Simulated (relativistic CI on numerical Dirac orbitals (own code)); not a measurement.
**Rh5+: L-alpha,beta X-ray emission**

Computed with this model: Dirac-Coulomb-Breit CI, separate exchange-only KLI orbitals for each configuration, model QED, valence Slater integrals scaled by 0.9, multiplet model of X-ray emission after core ionisation; configurations [Kr] 4d4 → [He] 2s2 2p5 3s2 3p6 3d10 4s2 4p6 4d4 → [Ar] 3d9 4s2 4p6 4d4; 300 K; Lorentzian 2.8 eV and Gaussian 0.6 eV FWHM. Energies are those of the free ion, without screening or charge transfer. S is read from ⟨S²⟩ = S(S + 1).

free ion: ground-state S = 1.97, centroid 2745.77 eV. Peaks (eV, height): 2699.4 (100), 2837.8 (45).

Strongest unbroadened transitions for free ion:

```csv
Energy (eV),Relative strength
2698.12,8.5
2698.71,24.4
2698.72,14.3
2699.07,3.9
2699.08,9.8
2699.28,4.1
2699.38,100.0
2699.43,7.2
2699.52,17.0
2700.19,6.3
2826.74,3.8
2836.64,10.7
2837.44,9.4
2837.69,22.5
2837.85,3.8
2837.86,5.9
2838.27,5.3
2838.59,13.7
```
